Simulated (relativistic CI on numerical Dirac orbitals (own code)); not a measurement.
Fe4+: L2,3 absorption edge

Computed with this model: Dirac-Coulomb-Breit CI, orbitals from a KLI potential per configuration, QED by a radiative potential, valence Slater integrals scaled by 0.7, multiplet model of core-to-valence dipole absorption; configurations [Ar] 3d4 → [He] 2s2 2p5 3s2 3p6 3d5; 300 K; Lorentzian 0.6 eV and Gaussian 0.3 eV FWHM. Energies are those of the free ion, without screening or charge transfer. The branching ratio is the share of the lower-energy edge in the whole absorption, uncertain by about 0.02 where the edges overlap. S is read from ⟨S²⟩ = S(S + 1).

Field parameters in Wybourne normalisation: Td as Oh with Dq negative (B⁴₀ = 21Dq, B⁴₄ = √(5/14) B⁴₀). The field is a parameter set, without covalency.

free ion: ground-state S = 2.00, centroid 719.20 eV, branching ratio 0.789. Peaks (eV, height): 712.3 (13), 715.2 (100), 716.8 (75), 718.0 (59), 720.6 (10), 723.3 (11), 727.7 (27), 729.7 (22), 730.8 (18).

Td, 10Dq = -2200 cm⁻¹: ground-state S = 2.00, centroid 719.55 eV, branching ratio 0.711. Peaks (eV, height): 712.3 (11), 715.2 (100), 716.8 (75), 718.0 (56), 720.6 (9), 723.4 (17), 724.8 (13), 726.7 (12), 727.9 (29), 729.0 (27), 730.8 (16).

Td, 10Dq = -5000 cm⁻¹: ground-state S = 2.00, centroid 719.67 eV, branching ratio 0.698. Peaks (eV, height): 712.5 (11), 715.3 (100), 718.0 (51), 723.5 (19), 724.9 (17), 726.6 (16), 728.2 (32), 728.9 (32), 730.9 (14).

Td, 10Dq = -7800 cm⁻¹: ground-state S = 2.00, centroid 719.72 eV, branching ratio 0.697. Peaks (eV, height): 715.4 (100), 715.9 (93), 723.7 (20), 725.0 (18), 726.4 (17), 728.4 (35).

Td, 10Dq = -10600 cm⁻¹: ground-state S = 1.99, centroid 719.74 eV, branching ratio 0.697. Peaks (eV, height): 715.6 (100), 716.1 (98), 717.9 (49), 723.8 (20), 725.2 (19), 726.2 (18), 728.8 (36).

Td, 10Dq = -13400 cm⁻¹: ground-state S = 1.99, centroid 719.73 eV, branching ratio 0.700. Peaks (eV, height): 713.5 (26), 715.7 (100), 716.1 (98), 718.2 (44), 723.9 (19), 725.4 (19), 726.0 (19), 729.0 (35).

The statistical ratio of this edge is 2/3 = 0.667. Values above it arise where the holes sit mainly in the j = l + 1/2 valence subshell or the ground state has high spin; values below it where core-valence Coulomb terms move weight to the upper edge, as in nearly empty shells.

Strongest unbroadened transitions for Td, 10Dq = -7800 cm⁻¹:

```csv
Energy (eV),Relative strength
712.57,30.1
715.04,29.6
715.05,33.2
715.34,68.2
715.35,51.6
715.36,93.3
715.78,38.1
715.88,34.7
716.03,31.3
716.11,32.8
716.17,55.5
716.24,38.5
716.40,41.1
716.51,32.5
716.62,100.0
717.96,33.8
723.66,65.7
723.67,39.0
```
